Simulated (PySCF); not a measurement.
# Aluminium: a sound run and one with changed settings

Sound run: Al⁺ [Ne] 3s2, Al²⁺ [Ne] 3s1. Computed with PySCF 2.14 in jorge-DZP-DKH (7s4p1d, 24 functions), with scalar relativity by spin-free X2C-1e. In the sound run the correlated levels freeze [Ne]. The sound run starts from symmetry-adapted Hartree-Fock orbitals and uses a fine grid where one is needed.

A second run was set up differently.

```tsv
species	method	sound run (hartree)	changed run (hartree)	converged
Al⁺	UHF	-242.10170	-242.10170	yes
Al⁺	MN15	-242.58515	-242.58515	yes
Al⁺	B3LYP	-242.60305	-242.60305	yes
Al⁺	MP2	-242.12714	-242.10760	yes
Al⁺	CCSD(T)	-242.14021	-242.14021	yes
Al²⁺	UHF	-241.45702	-241.45702	yes
Al²⁺	MN15	-241.90097	-241.90097	yes
Al²⁺	B3LYP	-241.90629	-241.90629	yes
```

Ionisation energy of Al⁺:

| method | sound run (eV) | changed run (eV) |
| --- | --- | --- |
| UHF | 17.543 | 17.543 |
| MN15 | 18.618 | 18.618 |
| B3LYP | 18.960 | 18.960 |
| MP2 | 18.235 | 17.703 |
| SCS-MP2 | 18.373 | 17.735 |
| CCSD | 18.591 | 18.591 |
| CCSD(T) | 18.591 | 18.591 |
| CCSDT | 18.591 | 18.591 |
| FCI | 18.591 | 18.591 |

(1) What was changed?
A. radial grid too coarse
B. minimal basis
C. level shift left on
D. a valence shell is frozen

Results:

(1) C. It used initial guess atom, at most 50 SCF cycles, level shift 2.0 hartree. A level shift leaves the converged SCF energy unchanged but raises the virtual orbital energies, which shrinks MP2 if it is not removed.
